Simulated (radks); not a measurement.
Initial-state core-level shifts of the argon ion Ar+ when its valence configuration changes from [Ne] 3s2 3p5. Calculated with a radial shooting solver on a logarithmic mesh with Libxc functionals: scalar-relativistic Kohn-Sham, LDA (Slater exchange, Perdew-Wang correlation), spin-polarised, spherical densities, finite nucleus; open shells are filled with parallel spins first; Fermi nuclear charge, rms radius 3.4274 fm. Shifts are changes of the shell-averaged eigenvalues in eV (positive: less bound); the change of the density at the nucleus, which sets a Mossbauer isomer shift, is in e/bohr^3, on a base of 4322.

\begin{tabular}{lrrrr}
valence & 1s & 2s & 2p & density at nucleus \\ \hline
3s1 3p6 & -1.178 & -1.220 & -1.187 & -18.1158 \\
3s1.5 3p5.5 & -0.594 & -0.614 & -0.597 & -9.0265 \\
\end{tabular}
